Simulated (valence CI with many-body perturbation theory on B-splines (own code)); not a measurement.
E1 transitions of In³⁵⁺

Method: configuration interaction combined with many-body perturbation theory (CI+MBPT): four valence electrons over a frozen Dirac-Fock core [Ne], radial functions for each j: 11 s, 11 p, 9 d, 7 f, 5 g, 2 h, 1 i, with the one-electron correlation potential Σ1, the two-electron term Σ2, the three-electron term Σ3, Breit, model QED; selected CI, second order for the rest (own B-spline code, finite nucleus).

The last digits are not significant, and no measured levels were compared; by estimate large intervals hold to a few tenths of a per cent, small ones and those within an open d or f shell to about a per cent.

Lines 201 to 240 of 240 in falling wavelength, among levels below 2984500 cm⁻¹, chosen from the strongest by gf and those to the six lowest levels. Wavelengths and rates use the calculated energies. Electric multipoles are in the length gauge, E1 and E2 with the static RPA response of the core. Weak lines are less certain than strong ones. Lines between different terms over intervals too small for the method are left out, as are lines whose strength nearly cancels. The highest levels of a list are the least certain.

Levels are named by their leading jj configuration (3d3/2^4 stands for four electrons in 3d with j = 3/2), which in mixed levels can hold well under half, so a name can repeat and another be missing. Letters in brackets count levels of one name in rising energy.

```
λ vac (Å)                           Upper                       Lower   A (s⁻¹)  log gf  Branch %
    63.81          (3s 3p3/2^2 3d3/2) J=3      (3s^2 3p1/2 3d3/2) J=2  6.06e+09   -1.59       2.4
    63.55          (3s^2 3p1/2 3d3/2) J=1          (3s^2 3p1/2^2) J=0  2.58e+11   -0.33      92.0
    63.35          (3s 3p3/2^2 3d3/2) J=2      (3s^2 3p1/2 3d3/2) J=2  1.28e+10   -1.41       4.6
    63.29          (3s 3p3/2^2 3d3/2) J=3  (3s 3p1/2 3p3/2^2) J=2 [a]  6.86e+10   -0.54      27.4
    63.17  (3s 3p1/2 3p3/2 3d3/2) J=0 [b]      (3s 3p1/2^2 3p3/2) J=1  1.12e+11   -1.18      55.4
    62.93          (3s^2 3p3/2 3d3/2) J=1      (3s^2 3p1/2 3p3/2) J=1  2.77e+11   -0.31      87.5
    62.90  (3s 3p1/2 3p3/2 3d5/2) J=3 [b]      (3s 3p1/2^2 3p3/2) J=2  4.04e+10   -0.77      48.8
    62.86          (3s^2 3p3/2 3d3/2) J=2      (3s^2 3p1/2 3p3/2) J=1  1.32e+11   -0.41      34.1
    62.84          (3s 3p3/2^2 3d3/2) J=2  (3s 3p1/2 3p3/2^2) J=2 [a]  1.02e+11   -0.52      36.3
    62.33          (3s^2 3p3/2 3d3/2) J=0      (3s^2 3p1/2 3p3/2) J=1  2.76e+11   -0.79     100.0
    62.16  (3s 3p1/2 3p3/2 3d3/2) J=3 [b]      (3s 3p1/2^2 3p3/2) J=2  2.57e+08   -2.98       0.2
    61.66  (3s 3p1/2 3p3/2 3d3/2) J=2 [e]      (3s 3p1/2^2 3p3/2) J=1  1.70e+11   -0.31      44.0
    61.35  (3s 3p1/2 3p3/2 3d3/2) J=1 [c]      (3s 3p1/2^2 3p3/2) J=2  5.54e+06   -5.03       0.0
    61.27  (3s 3p1/2 3p3/2 3d5/2) J=2 [b]      (3s 3p1/2^2 3p3/2) J=2  3.66e+10   -0.99      20.5
    61.00      (3s 3p1/2 3p3/2^2) J=1 [a]          (3s^2 3p1/2^2) J=0  1.18e+11   -0.70      67.6
    60.20      (3s 3p1/2 3p3/2 3d5/2) J=0      (3s 3p1/2^2 3p3/2) J=1  9.38e+10   -1.29      40.0
    59.33  (3s 3p1/2 3p3/2 3d5/2) J=3 [c]      (3s 3p1/2^2 3p3/2) J=2  7.22e+10   -0.57      36.6
    58.95          (3s^2 3p3/2 3d5/2) J=1      (3s^2 3p1/2 3p3/2) J=2  1.12e+10   -1.76       6.3
    58.75  (3s 3p1/2 3p3/2 3d3/2) J=1 [d]      (3s 3p1/2^2 3p3/2) J=2  2.20e+08   -3.47       0.1
    58.63          (3s^2 3p3/2 3d5/2) J=3      (3s^2 3p1/2 3p3/2) J=2  1.82e+10   -1.18       8.7
    58.38                (3s 3p3/2^3) J=2      (3s^2 3p1/2 3p3/2) J=2  2.31e+08   -3.23       0.1
    58.26      (3s 3p1/2 3p3/2^2) J=1 [b]          (3s^2 3p1/2^2) J=0  4.76e+09   -2.14       1.7
    57.95  (3s 3p1/2 3p3/2 3d5/2) J=3 [d]      (3s 3p1/2^2 3p3/2) J=2  5.57e+08   -2.71       0.4
    57.54  (3s 3p1/2 3p3/2 3d5/2) J=1 [b]      (3s 3p1/2^2 3p3/2) J=2  3.34e+09   -2.30       3.2
    57.43          (3s^2 3p3/2 3d5/2) J=1      (3s^2 3p1/2 3p3/2) J=1  3.77e+07   -4.25       0.0
    56.88                (3s 3p3/2^3) J=2      (3s^2 3p1/2 3p3/2) J=1  1.69e+09   -2.39       0.7
    56.67  (3s 3p1/2 3p3/2 3d3/2) J=2 [e]      (3s 3p1/2^2 3p3/2) J=2  3.10e+09   -2.13       0.8
    55.63  (3s 3p1/2 3p3/2 3d5/2) J=1 [c]      (3s 3p1/2^2 3p3/2) J=2  5.57e+08   -3.11       0.3
    55.51  (3s 3p1/2 3p3/2 3d5/2) J=2 [c]      (3s 3p1/2^2 3p3/2) J=2  1.12e+08   -3.59       0.1
    55.26  (3s 3p1/2 3p3/2 3d5/2) J=3 [e]      (3s 3p1/2^2 3p3/2) J=2  1.02e+10   -1.49       4.3
    54.85                (3s 3p3/2^3) J=1      (3s^2 3p1/2 3p3/2) J=2  5.38e+07   -4.14       0.0
    54.24  (3s 3p1/2 3p3/2 3d5/2) J=2 [d]      (3s 3p1/2^2 3p3/2) J=2  2.18e+09   -2.32       0.8
    53.79  (3s 3p1/2 3p3/2 3d5/2) J=2 [e]      (3s 3p1/2^2 3p3/2) J=2  8.08e+09   -1.76       2.9
    53.53                (3s 3p3/2^3) J=1      (3s^2 3p1/2 3p3/2) J=1  1.15e+09   -2.83       0.3
    53.02          (3s 3p3/2^2 3d3/2) J=1      (3s 3p1/2^2 3p3/2) J=2  8.72e+08   -2.96       0.2
    52.53          (3s 3p3/2^2 3d3/2) J=3      (3s 3p1/2^2 3p3/2) J=2  5.22e+07   -3.82       0.0
    52.22          (3s 3p3/2^2 3d3/2) J=2      (3s 3p1/2^2 3p3/2) J=2  3.88e+09   -2.10       1.4
    51.20          (3s^2 3p3/2 3d3/2) J=1          (3s^2 3p1/2^2) J=0  7.51e+07   -4.05       0.0
    47.50          (3s^2 3p3/2 3d5/2) J=1          (3s^2 3p1/2^2) J=0  8.75e+08   -3.05       0.5
    44.80                (3s 3p3/2^3) J=1          (3s^2 3p1/2^2) J=0  7.69e+08   -3.16       0.2
```

Task: How does gf follow from A for the line at 55.63 Å?

Result: gf = 1.4992 × (2J+1)_upper × A / σ², with σ = 1797439 cm⁻¹ and 2J+1 = 3: gf = 0.000775.
